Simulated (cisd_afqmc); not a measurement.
Input (AFQMC/CISD/def2-SVP; cisd_afqmc is a phaseless AFQMC code with CISD trial states that reads the integrals written by Ansatz):

Ansatz 0.2 input:
```python
import cisd_afqmc

open("ham.yaml", "w").write("""\
crystal:
  periodic: [false, false, false]
  atoms:
    - {symbol: Sn, position_ang: [-0.00000000, -0.00000000, -0.99765710]}
    - {symbol: Br, position_ang: [0.00000000, 0.00000000, 1.42522443]}
basis:
  gaussian:
    orbitals: def2-SVP
total_charge: 1
magnetization: {spin_polarized: false}
correlation: {method: ccsd, electrons: outside_noble_gas, hamiltonian_folder: ham}
""")
rep = cisd_afqmc.ansatz("ham.yaml")
e_ccsd = rep["correlation"]["coupled_cluster"]["energy"]["hartree"]
out = cisd_afqmc.run("ham", e_ccsd, trial="CISD", walkers=200, populations=8, threads=8, dt=0.005, steps=40, early=36, settle=10, least=32,
    cut=5e-5, rank_cut=2e-4, target=0.0004, seconds=1500, seed=1, memory=17280, gpu=False)
```

Output:

```
orbitals 35, occupied [5], factors 196 of 645, rank of the doubles 73 of 150
E(HF) = -2785.253668
E(CCSD) on the cut factors = -2785.438881, shift to the whole factors -0.000000
Energy of the trial state on the determinant = -2785.438839
  tau behind 10.8 of longer steps, mean of the populations' last blocks
   2.0  -2785.44602
   4.0  -2785.44642
   6.0  -2785.44678
   8.0  -2785.44692
blocks 401 (0 outliers left out), error by blocks joined: 1: 0.00010, 2: 0.00014, 4: 0.00017, 8: 0.00021, 16: 0.00023
E(AFQMC/CISD) = -2785.44665 +/- 0.00023
```
